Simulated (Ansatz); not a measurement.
`C#C[SiH2]CN` + `C=O` → `C#C[SiH2]C=O` + CH₃NH₂  (formal exchange of groups at the Si–C bond)

Isolated molecules relaxed with PBE0-D4/def2-TZVP in Ansatz; ΔE leaves out vibrations. CCSD(T)/CBS adds triple-zeta CCSD(T) − MP2 to the extrapolated MP2 energy (def2 sets, frozen cores). This one scheme is used for every species. DFT in def2-TZVPP. Each species was taken in one conformer, which may not be the lowest.

```
         level  ΔE (eV)
     r2SCAN-D4     0.08
 HF/def2-QZVPP     0.09
MP2/def2-QZVPP     0.16
CCSD/CBS(def2)     0.12
```

Question: What does CCSD(T)/CBS give? (Best estimate.)

Answer: Ansatz gave: +0.12 eV. The listed levels differ from it by -0.04, -0.03, 0.04, 0.00 eV.

Largest T1 diagnostic among the species: 0.015.

The D4 term adds +0.05 eV with B3LYP and +0.03 eV with PBE0; it sums over pairs of atoms, weighted by their polarisabilities, and B3LYP, whose exchange is more repulsive, gets the larger term. From PBE to PBE0 (25 % exact exchange), in def2-TZVPP and without D4, ΔE moves by +0.05 eV.

B3LYP here is the variant with VWN-RPA as its local correlation; programs differ in this.
